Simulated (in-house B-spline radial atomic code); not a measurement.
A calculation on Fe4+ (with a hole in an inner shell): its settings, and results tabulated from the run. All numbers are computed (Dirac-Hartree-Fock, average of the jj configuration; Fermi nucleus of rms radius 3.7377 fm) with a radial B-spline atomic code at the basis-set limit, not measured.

In the input, a minus or plus after the letter marks the j = l - 1/2 or j = l + 1/2 subshell.

Command:
```bash
python run_scf.py task.json out
```
Settings (nuclear radius in fm, mass in u):
```
Z                26
configuration    1s2 2s2 2p6 3s2 3p-1 3p+4 3d5
hamiltonian      dirac
method           hf
spin_polarised   False
nucleus          fermi
rms_radius       3.7377
atomic_mass      55.93494
speed_of_light   137.035999084
```

Output (hartree, bohr):
```
 radial grid: 67 intervals, B-splines of order 8, outer radius 14.6809 bohr

 iter        energy (Eh)    residual
    1      -1250.1182055    7.51e-01
    2      -1261.7085637    4.23e-01
    3      -1264.9956280    1.26e-01
    4      -1265.3407765    3.39e-02
    5      -1265.3621609    1.78e-02
    6      -1265.3693277    1.98e-03
    7      -1265.3693773    1.87e-04
    8      -1265.3693776    2.73e-05
    9      -1265.3693776    4.04e-07
   10      -1265.3693776    1.54e-08

 total energy                    -1265.369378
 kinetic                           1283.77778
 electron-nucleus                 -2981.66616
 electron-electron                  432.51900

 first-order corrections (not in the total)
   Gaunt                            0.50928
   retardation                     -0.04478
   frequency dependence            -0.00124
   self-energy                      0.34082
   Uehling                         -0.02881
   Wichmann-Kroll                   0.00018
   recoil                           0.00960

 orbital      occ     eigenvalue          <r>       <r^2>       <1/r>       r_max    small
 1s1/2      2.000     -266.27161    0.0584121  0.00458904     25.9852     0.03828  8.75e-03
 2s1/2      2.000      -34.83488     0.264993   0.0829229     5.61737      0.2216  1.63e-03
 2p1/2      2.000      -30.18170     0.233172   0.0668686       5.525      0.1783  1.59e-03
 2p3/2      4.000      -29.76282     0.235613   0.0681022     5.43804      0.1806  1.57e-03
 3s1/2      2.000       -6.38834     0.794201     0.72385     1.77228      0.6947  3.55e-04
 3p1/2      1.000       -5.03800      0.82228    0.788965     1.66376      0.7016  3.23e-04
 3p3/2      4.000       -4.91881     0.831706     0.80696     1.63685      0.7082  3.16e-04
 3d3/2      2.000       -2.70389     0.916765      1.0319     1.38141      0.6798  2.35e-04
 3d5/2      3.000       -2.77501      0.91102     1.01554     1.38462       0.681  2.36e-04
```

Run time, properties included: 1 s on 1 thread of Arm Neoverse V1, with other jobs on the host.

For the Dirac Hamiltonian the kinetic term is c α·p + (β - 1)c².
